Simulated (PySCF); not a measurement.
Continuum solvent and chemical shifts

Structure with atom numbers: `[CH3:1]/[C:2](=[CH:3]\[CH:4]([F:5])[F:6])[CH2:7][F:8]`. Hydrogens are named by the atom that carries them.

GIAO PBE0/pcSseg-1 in PySCF 2.14.0 with density-fitted response routines on one PBE0-D3(BJ)/def2-SVP conformer, non-relativistic, equivalent nuclei averaged. Solvents enter as an IEF-PCM continuum (tetrahydrofuran with ε = 7.4, methanol with ε = 32.6) around the gas-phase geometry. Shifts are referred to TMS, CFCl3 computed in the same medium.

Gas phase, δ in ppm: C2 155.2, C3 123.0, C4 114.5, C7 85.9, C1 15.7, F5/F6 -120.0, F8 -247.1, H(C4) 6.17, H(C3) 6.06, H(C7) 4.76, H(C1) 1.92. Dipole moment 1.54 D.

Q: How does each δ change in the continuum?

A: 
| atoms | environment | Δδ, tetrahydrofuran | Δδ, methanol |
| --- | --- | --- | --- |
| C2 | fully substituted alkene carbon | +4.3 | +5.2 |
| C3 | alkene CH | -1.5 | -1.8 |
| C4 | allylic sp3 CH bonded to 2 F | +1.5 | +1.8 |
| C7 | allylic sp3 CH2 bonded to F | +1.3 | +1.6 |
| C1 | allylic methyl carbon | +0.8 | +0.9 |
| F5/F6 | fluorine of a CF2 group | -2.8 | -3.3 |
| F8 | fluorine on an sp3 carbon | -2.7 | -3.1 |
| H(C4) | hydrogen on an allylic sp3 CH bonded to 2 F | +0.20 | +0.24 |
| H(C3) | hydrogen on an alkene CH | -0.02 | -0.02 |
| H(C7) | hydrogen on an allylic sp3 CH2 bonded to F | +0.24 | +0.29 |
| H(C1) | hydrogen on an allylic methyl carbon | +0.07 | +0.08 |

Changes are relative to the gas phase. The dipole moment becomes 1.96 D in tetrahydrofuran, 2.04 D in methanol.

Q: Which nuclei move most (in ppm), and what does the model miss?

A: C2 (fully substituted alkene carbon, +5.2 ppm) in methanol. A continuum only polarises the solute; specific hydrogen bonds, the anisotropy of aromatic solvents and changes of geometry or conformer are outside it.
